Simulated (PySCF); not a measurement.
H4Ge, singlet, at a GFN2-xTB geometry; PBE/6-311G** (PySCF).

Input for PySCF:
```python
from pyscf import gto, scf, dft

mol = gto.M(
    atom='''
Ge    0.00000000   -0.00000000    0.00000000
H    -0.59006963   -0.86482524   -1.04966053
H     0.55512279   -0.84636567    1.08323401
H    -1.04872747    0.88859607    0.55539157
H     1.08367430    0.82259483   -0.58896505
''',
    basis='6-311g**',
    verbose=4,
)

mf = dft.RKS(mol)
mf.xc = 'pbe'
mf.kernel()
```

Output, abridged:

```
PySCF version 2.14.0

[INPUT] verbose = 4
[INPUT] num. atoms = 5
[INPUT] num. electrons = 36
[INPUT] charge = 0
[INPUT] spin (= nelec alpha-beta = 2S) = 0
[INPUT] symmetry False subgroup None
[INPUT] Mole.unit = angstrom
[INPUT] Symbol           X                Y                Z      unit          X                Y                Z       unit  Magmom
[INPUT]  1 Ge     0.000000000000   0.000000000000   0.000000000000 AA    0.000000000000   0.000000000000   0.000000000000 Bohr   0.0
[INPUT]  2 H     -0.590069630000  -0.864825240000  -1.049660530000 AA   -1.115069995123  -1.634282849211  -1.983570925466 Bohr   0.0
[INPUT]  3 H      0.555122790000  -0.846365670000   1.083234010000 AA    1.049030038604  -1.599399317534   2.047015607714 Bohr   0.0
[INPUT]  4 H     -1.048727470000   0.888596070000   0.555391570000 AA   -1.981807697608   1.679203207665   1.049537959192 Bohr   0.0
[INPUT]  5 H      1.083674300000   0.822594830000  -0.588965050000 AA    2.047847635230   1.554478940183  -1.112982641441 Bohr   0.0

nuclear repulsion = 47.0000969167727
number of shells = 34
number of NR pGTOs = 116
number of NR cGTOs = 68
basis = 6-311g**
ecp = {}

******** <class 'pyscf.dft.rks.RKS'> ********
method = RKS
initial guess = minao
damping factor = 0
level_shift factor = 0
DIIS = <class 'pyscf.scf.diis.CDIIS'>
diis_start_cycle = 1
diis_space = 8
diis_damp = 0
SCF conv_tol = 1e-09
SCF conv_tol_grad = None
SCF max_cycles = 50
direct_scf = True
direct_scf_tol = 1e-13
XC library pyscf.dft.libxc version 7.1.2
    S. Lehtola, C. Steigemann, M. J. T. Oliveira, and M. A. L. Marques,  SoftwareX 7, 1–5 (2018)
XC functionals = pbe
    J. P. Perdew, K. Burke, and M. Ernzerhof,  Phys. Rev. Lett. 77, 3865 (1996)
    J. P. Perdew, K. Burke, and M. Ernzerhof,  Phys. Rev. Lett. 78, 1396 (1997)
    J. P. Perdew, K. Burke, and M. Ernzerhof,  Phys. Rev. Lett. 77, 3865 (1996)
    J. P. Perdew, K. Burke, and M. Ernzerhof,  Phys. Rev. Lett. 78, 1396 (1997)
radial grids:
    Treutler-Ahlrichs [JCP 102, 346 (1995); DOI:10.1063/1.469408] (M4) radial grids

becke partition: Becke, JCP 88, 2547 (1988); DOI:10.1063/1.454033
pruning grids: <function nwchem_prune>
grids dens level: 3
symmetrized grids: False
atomic radii adjust function: <function treutler_atomic_radii_adjust>
small_rho_cutoff = 0
Set gradient conv threshold to 3.16228e-05
Initial guess from minao.
tot grids = 59872
init E= -2076.96760777049
  HOMO = -0.343471632242892  LUMO = 0.00349288016352586  gap/eV = 9.44139
cycle= 1 E= -2078.94230574679  delta_E= -1.97  |g|= 1.88  |ddm|= 1.55
  HOMO = -0.314575365996127  LUMO = 0.0165174574750273  gap/eV = 9.00949
cycle= 2 E= -2078.87563656597  delta_E= 0.0667  |g|= 1.55  |ddm|= 0.749
  HOMO = -0.295403911449767  LUMO = 0.0320011825221206  gap/eV = 8.90915
cycle= 3 E= -2078.99530536744  delta_E= -0.12  |g|= 0.567  |ddm|= 0.656
  HOMO = -0.314726356398538  LUMO = 0.0204030627132564  gap/eV = 9.11934
cycle= 4 E= -2079.01679068453  delta_E= -0.0215  |g|= 0.0284  |ddm|= 0.22
  HOMO = -0.30946478042359  LUMO = 0.0235679042468779  gap/eV = 9.06228
cycle= 5 E= -2079.01696410349  delta_E= -0.000173  |g|= 0.00684  |ddm|= 0.0384
  HOMO = -0.310230095626416  LUMO = 0.023098628828149  gap/eV = 9.07034
cycle= 6 E= -2079.01697763356  delta_E= -1.35e-05  |g|= 0.00036  |ddm|= 0.00828
  HOMO = -0.310322337139203  LUMO = 0.0230485460036056  gap/eV = 9.07148
cycle= 7 E= -2079.01697766678  delta_E= -3.32e-08  |g|= 4.21e-05  |ddm|= 0.000364
  HOMO = -0.310307476614701  LUMO = 0.0230570148284482  gap/eV = 9.07131
cycle= 8 E= -2079.01697766725  delta_E= -4.71e-10  |g|= 5.02e-07  |ddm|= 4.21e-05
  HOMO = -0.310307365984949  LUMO = 0.0230570975590032  gap/eV = 9.07131
Extra cycle  E= -2079.01697766726  delta_E= -1.82e-12  |g|= 4.32e-07  |ddm|= 5.8e-07
converged SCF energy = -2079.01697766726
```
